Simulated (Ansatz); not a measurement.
Reaction (redistribution): `CNB(F)[SiH2]Cl` + `CBS` → `CB[SiH2]Cl` + `CNB(F)S`

Program: Ansatz. Geometries: PBE0-D4/def2-TZVP. ΔE: electronic, gas phase. CBS: MP2 limit from def2 TZ/QZ plus the TZ coupled-cluster correction, frozen cores. DFT in def2-TZVPP. B3LYP here is the variant with VWN-RPA as its local correlation; programs differ in this. Each species was taken in one conformer, which may not be the lowest.

Is it downhill or uphill in electronic energy at CCSD(T)/CBS, and by how much? (Best estimate.)

Computed: Uphill: ΔE = +52.8 kJ/mol.

What do these levels give: PBE0-D4, ωB97X-V, ωB97M-V, r2SCAN, PBE0, B3LYP, HF/def2-TZVPP, CCSD(T)/def2-TZVPP, HF/def2-QZVPP, SCS-MP2/def2-QZVPP, HF/CBS(def2), CCSD/CBS(def2)? (Best estimate.)

The calculation gave: PBE0-D4 52.6, ωB97X-V 50.0, ωB97M-V 51.6, r2SCAN 52.1, PBE0 51.7, B3LYP 52.0, HF/def2-TZVPP 39.2, CCSD(T)/def2-TZVPP 53.1, HF/def2-QZVPP 38.9, SCS-MP2/def2-QZVPP 51.6, HF/CBS(def2) 38.9, CCSD/CBS(def2) 49.5 kJ/mol.

Largest T1 diagnostic among the species: 0.013.

In def2-TZVPP, CCSD(T) changes the Hartree–Fock value by +13.9 kJ/mol (the triples alone add +3.2 kJ/mol) and MP2 by +14.9 kJ/mol. From PBE to PBE0 (25 % exact exchange), in def2-TZVPP and without D4, ΔE moves by −4.4 kJ/mol.
